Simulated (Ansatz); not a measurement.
Molecule: AsH5, charge 0, multiplicity 1. SMILES: [AsH5]
Structure (B3LYP-D3(BJ)/def2-TZVP (Ansatz, an electronic-structure program) minimum search):
```
As
H 1 1.5317
H 1 1.5317 2 120.00
H 1 1.5317 2 120.00 3 -180.00
H 1 1.6055 2 90.00 4 90.00
H 1 1.6055 2 90.00 5 -180.00
```
Charge 0, spin multiplicity 1.

Wanted: atomisation energy, in kcal/mol. Set-up: LANL2DZ with its own core potentials from Na on; open shells spin-unrestricted; atomisation electronic, to ground-state atoms; 6-31G* and kin with 6d, 5d where marked; non-relativistic; spin-orbit terms left out; dispersion terms only where a functional's name holds one. Ab initio and DFT rows: single points at B3LYP-D3(BJ) geometries (Ansatz).

```csv
level,program,atomisation energy (kcal/mol)
B3LYP/STO-3G,Ansatz,385.1
B3LYP/3-21G,Ansatz,261.9
B3LYP/LANL2DZ,Ansatz,259.4
B3LYP/6-31G,Ansatz,255.3
B3LYP/6-31G*,Ansatz,271.4
B3LYP/6-31G**,Ansatz,275.3
B3LYP/def2-SVP,Ansatz,275.3
B3LYP/6-31G* with LANL2DZ past Ar,Ansatz,253.8
B3LYP/def2-TZVPD,Ansatz,276.8
```

No value to compare with is used here. The 8 habitual levels span 253.8 (B3LYP/6-31G* with LANL2DZ past Ar) to 385.1 kcal/mol (B3LYP/STO-3G); B3LYP/def2-TZVPD gives 276.8.

The sets are all those run for this method; left out are runs that failed, that the program found above a lower state of the same kind, or whose <S^2> lies over 0.5 above the pure value.
